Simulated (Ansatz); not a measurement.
Mulliken charges of ClH4NbO4 (`[OH][Nb]([OH])([OH])([OH])[Cl]`) from ωB97M-V/def2-TZVPP in Ansatz (PBE0-D4/def2-TZVP geometry).

```csv
atom,x (Å),y (Å),z (Å),charge (e)
O1,-1.556,-0.896,-0.543,-0.451
Nb2,0.020,-0.035,0.039,1.404
O3,1.114,-1.558,-0.127,-0.474
O4,-0.571,0.222,1.807,-0.474
O5,1.453,1.188,0.159,-0.451
Cl6,-0.558,1.419,-1.801,-0.372
H7,-2.158,-0.702,-1.263,0.205
H8,2.070,-1.511,-0.040,0.203
H9,-1.400,-0.145,2.126,0.203
H10,1.668,1.969,-0.354,0.205
```

Question: By hand: the dipole of these point charges (1 e Å = 4.8032 D).

Answer: Σ q r = (0.060, -0.152, 0.194) e Å, of length 0.254 e Å = 1.22 D.

Question: How does the dipole of the full density compare? (Estimate.)

Answer: Ansatz gave: (0.064, -0.161, 0.204) e Å, 1.29 D; the point charges give 0.95 times that, at 0° from its direction.

Point charges leave out the atoms' own dipoles, such as those of lone pairs, and Mulliken's split depends on the basis, so the close match here is no proof of good charges.
